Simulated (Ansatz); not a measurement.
Consider the redistribution: `[OH][Zn][SiH3]` + `C=C=C[SeH]` → `[OH][Zn][SeH]` + `C=C=C[SiH3]`.

Calculated with Ansatz (gas phase, PBE0-D4/def2-TZVP geometries, no zero-point term in ΔE). CBS: MP2 limit from def2 TZ/QZ plus the TZ coupled-cluster correction, frozen cores. Functionals use def2-TZVPP. For Se, Zn outer-core shells are correlated without core-valence functions, which leaves a few kJ/mol of doubt a bond. Scalar relativity is left out up to krypton. One conformer a species, not always the lowest.

`[OH][Zn][SiH3]`:

```xyz
7

O     1.904    1.527   -1.319
Zn    0.685    0.537   -0.473
Si   -0.810   -0.883    0.634
H     1.686    2.439   -1.513
H    -0.111   -1.717    1.651
H    -1.491   -1.803   -0.318
H    -1.863   -0.100    1.338
```

`C=C=C[SeH]`:

Cartesian coordinates in Å:
```
C -0.773 -0.082 -1.613
C -0.378 -0.075 -0.374
C 0.019 -0.053 0.861
Se 1.542 0.963 1.407
H -0.461 -0.865 -2.296
H -1.426 0.694 -2.001
H -0.545 -0.540 1.648
H 2.020 -0.042 2.368
```

`[OH][Zn][SeH]`:

Cartesian coordinates in Å:
```
O -0.992 0.178 -1.636
Zn 0.014 -0.233 -0.232
Se 1.416 -0.770 1.473
H -1.938 0.184 -1.482
H 1.499 0.641 1.878
```

`C=C=C[SiH3]`:

```xyz
10

C     1.336   -0.912    1.485
C     0.426   -0.778    0.566
C    -0.477   -0.604   -0.355
Si   -0.850    1.085   -1.040
H     1.081   -0.850    2.537
H     2.372   -1.097    1.224
H    -1.020   -1.473   -0.725
H    -2.276    1.438   -0.800
H    -0.621    1.107   -2.510
H     0.029    2.082   -0.382
```

Is it downhill or uphill in electronic energy at CCSD(T)/CBS, and by how much? (Estimate.)

Ansatz gave: Downhill: ΔE = -136.0 kJ/mol.

What do these levels give: ωB97X-V, B2PLYP, PBE-QIDH, PBE, r2SCANh, BHLYP, RPA@PBE/def2-TZVPP, CCSD/def2-TZVPP, CCSD(T)/def2-TZVPP, HF/def2-QZVPP, MP2/def2-QZVPP, CCSD/CBS(def2)? (An estimate is asked.)

Computed: ωB97X-V -129.0, B2PLYP -128.6, PBE-QIDH -133.7, PBE -110.7, r2SCANh -129.4, BHLYP -137.9, RPA@PBE/def2-TZVPP -120.6, CCSD/def2-TZVPP -131.0, CCSD(T)/def2-TZVPP -127.2, HF/def2-QZVPP -158.8, MP2/def2-QZVPP -138.2, CCSD/CBS(def2) -139.8 kJ/mol.

What do rigid-rotor, harmonic-oscillator terms from PBE0-D4/def2-TZVP frequencies (298.15 K, 1 bar) make of the CCSD(T)/CBS value? (An estimate is asked.)

Ansatz gave: ΔZPE = +2.0 kJ/mol, ΔH = -134.9 kJ/mol, ΔS = -20 J/(mol·K), ΔG = -129.0 kJ/mol. Modes under 50 cm⁻¹ make the entropy rough.

Largest T1 diagnostic among the species: 0.016.

At CCSD(T), def2-SVP lies +8.0 kJ/mol from the extrapolated value and def2-TZVPP +8.8 kJ/mol. From r2SCAN to r2SCAN0 (25 % exact exchange), in def2-TZVPP and without D4, ΔE moves by −7.5 kJ/mol.
